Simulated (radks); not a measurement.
Task: The mean radii <r> (bohr) of the occupied orbitals of an atom or ion are listed with their occupations. All-electron calculation, non-relativistic Kohn-Sham, LDA (Slater exchange, Perdew-Wang correlation), spin-polarised, spherical densities, point nucleus. Program: a radial shooting solver on a logarithmic mesh with Libxc functionals.

| orbital | occ. | <r> |
|---|---|---|
| 1s up | 1 | 0.02198 |
| 1s down | 1 | 0.02198 |
| 2s up | 1 | 0.09319 |
| 2s down | 1 | 0.09319 |
| 2p up | 3 | 0.07890 |
| 2p down | 3 | 0.07890 |
| 3s up | 1 | 0.2386 |
| 3s down | 1 | 0.2385 |
| 3p up | 3 | 0.2284 |
| 3p down | 3 | 0.2283 |
| 3d up | 5 | 0.2013 |
| 3d down | 5 | 0.2012 |
| 4s up | 1 | 0.5349 |
| 4s down | 1 | 0.5351 |
| 4p up | 3 | 0.5447 |
| 4p down | 3 | 0.5450 |
| 4d up | 5 | 0.5690 |
| 4d down | 5 | 0.5695 |
| 5s up | 1 | 1.251 |
| 5s down | 1 | 1.257 |
| 5p up | 3 | 1.363 |
| 5p down | 2 | 1.373 |
| 4f up | 7 | 0.6782 |
| 4f down | 4 | 0.6829 |

Name the element and its charge. Open shells, if any, are filled with parallel spins first.

Result: Z = 69, thulium, charge +5: Tm5+ in [Kr] 4d10 4f11 5s2 5p5. The 1s radius gives Z: for a bare nucleus <r> = 1.5/Z, 0.02174 bohr for Z = 69, and screening makes it slightly larger (0.02198 here). The occupations add up to 64, and the charge is Z minus that.
